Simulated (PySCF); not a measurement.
Si(H)2(OAc)(OH) (C2H6O3Si), SMILES CC(O[SiH2]O)=O. Atoms are numbered in the order given.

```xyz
12

Si    -1.3516    -0.0338     0.0341
O     -2.2515     1.3467     0.1857
O      0.2901     0.4755     0.0015
C      1.2498    -0.4681    -0.0461
C      2.6385     0.1113    -0.0710
O      0.9813    -1.6472    -0.0628
H     -1.6167    -0.8334     1.2450
H     -1.6293    -0.7372    -1.2427
H     -2.2445     1.9756    -0.5452
H      3.3803    -0.6946    -0.1126
H      2.7472     0.7754    -0.9422
H      2.7962     0.7287     0.8268
```
Charge 0, spin multiplicity 1.

Geometry optimised at B3LYP-D3(BJ)/def2-SVP. One conformer was computed; it need not be the lowest.

Method: PBE/def2-TZVP (PySCF).

Isolated molecule, no solvent.

### Question
Estimate the frontier levels, gap, dipole moment and polarisability. (The exact figures need the calculation; the answer reports its results.)

### Answer

| Quantity | Result |
|---|---|
| highest occupied level | -6.45 eV |
| lowest empty level | -1.15 eV |
| orbital gap | 5.30 eV |
| dipole moment | 2.61 D |
| quadrupole, principal values (traceless, Buckingham form, about the centre of nuclear charge) | -9.25, 1.70, 7.55 D·Å |
| mean static polarisability | 59.8 bohr³ (8.87 Å³) |
| polarisability, principal values | 48.9, 58.7, 71.9 bohr³ |
